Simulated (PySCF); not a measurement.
Compound: C₃H₄AlNO.
Structure used (PBE0-D3(BJ)/def2-SVP), in Å, numbered top down from 1:
```xyz
10
C3H4AlNO angstrom
C     -0.1796    2.6266   -0.6567
N      0.3386    1.5779   -0.5734
Al    -1.2300    0.2556   -0.8398
O     -2.4981    1.6058   -1.0581
C     -2.3887    2.8800   -1.0317
C     -1.1984    3.5613   -0.8251
H     -1.4511   -0.4684    0.5502
H     -0.9798   -0.4733   -2.2221
H     -3.3128    3.4588   -1.1850
H     -1.0912    4.6415   -0.8001
```

The calculation used PySCF 2.14.0, PBE0-D3(BJ)/def2-SVP geometry optimisation, gas phase.

(1) Which atoms are bound to Al3, and at what distances?

(2) List the angles at Al3.

(3) Describe the arrangement about Al3 in numbers.

(4) What are the other bond lengths?

(5) Give some angles away from the centre.

(6) What are the rotational constants (commonest isotopes, rigid rotor)?

Answers

(1) 4 atoms: H8 1.583 Å, H7 1.583 Å, O4 1.865 Å, N2 2.069 Å. The nearest atom not counted as bound is C1, at 2.60 Å.

(2) 
```csv
angle,degrees,distance of the outer atoms (Å)
H7–Al3–H8,125.3,2.81
O4–Al3–H7,109.8,2.83
O4–Al3–H8,109.8,2.83
N2–Al3–H8,106.7,2.94
N2–Al3–H7,106.6,2.94
N2–Al3–O4,93.9,2.88
```

(3) Angles from 93.9° to 125.3°; τ4 = (360° − α − β)/141° = 0.89 with α and β the two widest (0 for a square, 1 for a tetrahedron).

(4) C1≡N2 1.173 Å; O4–C5 1.279 Å; C5=C6 1.387 Å; C1–C6 1.393 Å; C5–H9 1.101 Å; C6–H10 1.086 Å.

(5) N2–C1–C6 158.7°, C1–N2–Al3 103.1°, Al3–O4–C5 131.3°, O4–C5–C6 124.5°, C1–C6–C5 108.4°.

(6) A = 5088, B = 3336, C = 2081 MHz: an asymmetric top.

Point group: Cs (tolerance 0.08 Å). Charge 0, singlet. Not checked by PBE0-D3(BJ)/def2-SVP frequencies.
